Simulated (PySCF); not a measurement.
Job file and geometry (Å, from GFN2-xTB) of an NMR shielding run on SMILES O([SiH2]O[SiH3])[SiH2]C1=CC=CS1, C$_{4}$H$_{10}$O$_{2}$SSi$_{3}$, GIAO PBE0/pcSseg-1 NMR shielding, non-relativistic, gas phase (PySCF); density fitting, a coarse starting grid and PySCF grid level 2 are the driver's defaults:

```
$ OMP_NUM_THREADS=1 python probes_run.py task.json out

{"job": {"kind": "nmr", "xc": "PBE0", "basis": "pcSseg-1"}, "charge": 0, "multiplicity": 1}
Si    -3.683136     0.171158    -1.463469
O     -3.136328     0.709025    -0.035905
Si    -2.054002     0.802316     1.157210
O     -0.806752    -0.185976     0.873561
Si     0.004460    -1.246089    -0.040492
C      1.764630    -0.613413    -0.088583
C      2.286837     0.544504     0.410917
C      3.671892     0.690785     0.185994
C      4.198297    -0.364624    -0.486561
S      3.008627    -1.549502    -0.854143
H     -4.974501     0.841134    -1.597612
H     -2.739803     0.569251    -2.508949
H     -3.807778    -1.284874    -1.394323
H     -2.702836     0.322371     2.366449
H     -1.536093     2.162534     1.156822
H     -0.083265    -2.533065     0.651370
H     -0.558326    -1.309502    -1.391867
H      1.681317     1.267218     0.928753
H      4.247940     1.539333     0.510385
H      5.213673    -0.521907    -0.792290
```

Problem. Write the output of this run.

Solution. 
```
coarse grid: 19216 points
cycle   1  E = -1574.4852210302  dE =  1.598e+00  |g| = 1.062e+00  |ddm| = 4.443e+00
cycle   2  E = -1574.1524438779  dE =  3.328e-01  |g| = 1.676e+00  |ddm| = 2.194e+00
cycle   3  E = -1574.6837758042  dE = -5.313e-01  |g| = 1.039e-01  |ddm| = 1.575e+00
cycle   4  E = -1574.6855089605  dE = -1.733e-03  |g| = 6.235e-02  |ddm| = 1.869e-01
cycle   5  E = -1574.6864518725  dE = -9.429e-04  |g| = 2.090e-02  |ddm| = 7.948e-02
cycle   6  E = -1574.6865552635  dE = -1.034e-04  |g| = 4.066e-03  |ddm| = 2.108e-02
cycle   7  E = -1574.6865592332  dE = -3.970e-06  |g| = 1.299e-03  |ddm| = 5.887e-03
final grid: 168496 points
cycle   8  E = -1574.7670387786  dE = -1.100e-05  |g| = 1.341e-02  |ddm| = 3.034e-02
cycle   9  E = -1574.7669817450  dE =  5.703e-05  |g| = 2.062e-02  |ddm| = 2.945e-02
cycle  10  E = -1574.7670766615  dE = -9.492e-05  |g| = 1.398e-03  |ddm| = 1.991e-02
cycle  11  E = -1574.7670771730  dE = -5.115e-07  |g| = 4.592e-04  |ddm| = 1.899e-03
cycle  12  E = -1574.7670772243  dE = -5.125e-08  |g| = 6.719e-05  |ddm| = 4.482e-04
cycle  13  E = -1574.7670772247  dE = -4.520e-10  |g| = 4.966e-05  |ddm| = 1.099e-04
cycle  14  E = -1574.7670772253  dE = -6.107e-10  |g| = 9.949e-06  |ddm| = 5.075e-05
converged SCF energy = -1574.7670772253

GIAO shielding tensors (ppm)
atom      isotropic    diamagn.    paramagn.     s11        s22        s33       span
  0 Si     391.924     879.391    -487.467    357.343    361.856    456.572     99.230
  1 O      293.842     401.783    -107.942    237.753    278.878    364.894    127.141
  2 Si     394.611     881.276    -486.665    390.271    393.975    399.587      9.317
  3 O      282.477     401.828    -119.351    244.843    252.285    350.302    105.459
  4 Si     387.317     882.523    -495.206    351.878    367.507    442.567     90.688
  5 C       44.941     262.310    -217.368    -27.286     18.681    143.429    170.715
  6 C       46.929     249.451    -202.522    -41.368     31.652    150.503    191.871
  7 C       55.505     255.086    -199.582    -27.657     41.327    152.844    180.501
  8 C       44.248     266.142    -221.894    -48.665     38.336    143.073    191.738
  9 S      257.072    1057.378    -800.305     97.516    266.968    406.733    309.216
 10 H       26.505      27.162      -0.657     22.816     24.741     31.958      9.142
 11 H       26.443      31.098      -4.655     23.144     25.644     30.540      7.396
 12 H       26.411      29.610      -3.200     23.240     25.096     30.896      7.656
 13 H       26.656      29.052      -2.396     22.942     24.529     32.497      9.554
 14 H       26.547      31.588      -5.041     22.296     25.286     32.060      9.765
 15 H       25.923      30.210      -4.286     21.350     25.637     30.782      9.432
 16 H       25.755      32.914      -7.158     20.934     26.665     29.667      8.733
 17 H       24.043      34.209     -10.166     19.841     24.420     27.868      8.026
 18 H       24.308      30.315      -6.007     21.063     24.876     26.986      5.923
 19 H       24.043      29.996      -5.953     21.242     23.746     27.141      5.899
```

Problem. Turn these shieldings into chemical shifts. References, each an isolated molecule treated in the same way: $^{29}$Si (σ = 349.16 ppm) and $^{13}$C (σ = 186.93 ppm) and $^{1}$H (σ = 31.72 ppm) against TMS; $^{17}$O (σ = 336.08 ppm) against H2O; CS2 for $^{33}$S (σ = 503.73 ppm).

Solution. Averaging equivalent atoms: Si 4: -38.2; Si 0: -42.8; Si 2: -45.5; O 3: 53.6; O 1: 42.2; C 8: 142.7; C 5: 142.0; C 6: 140.0; C 7: 131.4; S 9: 247; H 17: 7.67; H 19: 7.67; H 18: 7.41; H 15/16: 5.88; H 10/11/12: 5.26; H 13/14: 5.12 ppm. Experimental scales use liquid or dissolved standards, which lie at an offset from isolated H2O (liquid H2O: subtract about 36 ppm).

Size and cost of the density-fitted run: 248 basis functions, 64 s wall time on 1 thread of an Arm Neoverse V2, shared host; peak memory 1.1 GiB.
